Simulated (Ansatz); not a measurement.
Pt2H4. Charge 0, multiplicity 3. Geometry B3LYP-D4/def2-TZVP; atoms count from 1.

```xyz
6

Pt   -0.3843   -1.5673    0.0610
Pt    0.3225    0.8704   -0.1180
H     0.7152   -0.8519   -1.0166
H    -0.5971    1.5603   -1.1172
H     0.0218   -2.1458    1.4791
H    -0.0781    2.1343    0.7117
```

In the def2 sets Pt takes a core potential; there is no spin–orbit coupling. At PBE0-D4/def2-TZVP a singlet of charge 0 lies 1.00 eV below the triplet, each at its own geometry. The structure comes from a short search, and lower isomers may exist.

Q: Estimate the Mulliken populations from the PBE0/def2-TZVP orbitals of Ansatz.

A: 
```
atom  charge (e)  spin (α − β)  d electrons
 Pt1        0.07          1.04         8.72
 Pt2       -0.01          0.49         8.75
  H3       -0.09          0.14            –
  H4        0.07          0.02            –
  H5       -0.06          0.20            –
  H6        0.02          0.11            –
```
Mulliken values depend strongly on the basis.

Q: Where does the spin sit?

A: Summed by element: Pt 1.53, H 0.47, of 2 unpaired in all. Largest on single atoms: Pt1 1.04, Pt2 0.49, H5 0.20.

Q: And the Mayer bond orders between heavy atoms (over 0.3)?

A: Pt1–Pt2 0.79 (2.54 Å).
